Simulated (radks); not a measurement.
Species: I I. Configuration: [Kr] 4d10 5s2 5p5. Method: scalar-relativistic Kohn-Sham, exchange-only LDA, spin-polarised, spherical densities, finite nucleus; open shells are filled with parallel spins first (spin-orbit coupling, left out, can overturn this in heavy ions); Fermi nuclear charge, rms radius 4.75 fm; computed with a radial shooting solver on a logarithmic mesh with Libxc functionals.

Unscreened Slater integrals over Kohn-Sham orbitals (eV). They are taken over the spin-up orbitals.

integral     value
F0(5p,5p)   9.8884
F2(5p,5p)   5.1940
F0(5p,5s)   10.943
G1(5p,5s)   7.0082
F0(5p,4d)   12.637
F2(5p,4d)   3.2370
G1(5p,4d)  0.98596
G3(5p,4d)  0.90411
F0(5s,5s)   12.479
F0(5s,4d)   15.382
G2(5s,4d)   1.8505
F0(4d,4d)   26.590
F2(4d,4d)   13.418
F4(4d,4d)   8.8909

Derived for the open shells (J is the average intra-shell exchange parameter used in DFT+U). 5p: J = F2/5 = 1.039 eV.
